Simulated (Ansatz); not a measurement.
The cluster Mg₄N₂⁺, relaxed as a doublet with UKS PBE-D4/def2-SVP in Ansatz, starting from the GFN2-xTB geometry. Force threshold 0.02 eV/Å.

The relaxation made no stability test and no search for a lower SCF solution. The structure comes from a short search, and lower isomers may exist.

Start:

```xyz
6

Mg    0.072    1.653    1.778
Mg   -0.227   -1.455   -1.930
Mg   -1.893   -0.056    1.518
Mg    1.730    0.263   -1.683
N     0.619    0.199    0.217
N    -0.300   -0.604    0.099
```

```tsv
step	energy (eV)	largest force component (eV/Å)	SCF passes
1	-24724.7559	1.281	61
2	-24725.0110	0.489	29
3	-24725.0603	1.015	29
4	-24725.1473	1.212	30
5	-24725.1871	0.672	28
6	-24725.2299	0.565	27
7	-24725.2496	0.117	29
8	-24725.2580	0.014	24
```

Force components are those of the run's own axes.

End:

```csv
atom,x (Å),y (Å),z (Å)
Mg1,0.133,1.861,2.265
Mg2,-0.134,-1.861,-2.265
Mg3,-2.171,-0.152,1.968
Mg4,2.172,0.151,-1.968
N5,0.437,0.382,0.056
N6,-0.438,-0.381,-0.057
```

Bonds lost: Mg1–N5, Mg2–N6, Mg3–N6, Mg4–N5 (atoms count from 1).

No frequencies were taken in this run, so the end may be a saddle point.

Hardware: 4 threads of Arm Neoverse V2 on a shared host. Wall time 11 s.
